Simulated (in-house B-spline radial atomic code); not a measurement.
A fraction x of an electron is removed from 3p in Fe3+, starting from [Ar] 3d5 and keeping the highest spin. Method: non-relativistic BP86, spin-polarised, spherical fractional occupations, point nucleus. Calculated with an all-electron radial atomic-structure program (B-spline basis).

```
   x  E(x) - E(0) (eV)  3p down level (eV)
   0            0.0000             -92.783
0.08            7.4853             -94.353
0.14           13.1820             -95.537
0.32           30.7010             -99.127
 0.4           38.6956            -100.740
 0.5                 ?                   ?
0.57           56.1147            -104.198
0.63           62.4033            -105.428
0.83           83.9017            -109.564
0.99                 ?                   ?
   1          102.8294            -113.120
```

Q: What belongs in the row x = 0.5?

A: An energy change of 48.8709 eV; 3p down at -102.769 eV.

Q: What belongs in the row x = 0.99?

A: An energy change of 101.6993 eV; 3p down at -112.910 eV.

Q: Check Janak's theorem between x = 0.08 and 0.14.

A: The slope of the energy is 94.94 eV; the orbital levels give 94.94 eV (-ε of the emptying orbital, averaged over the two points).
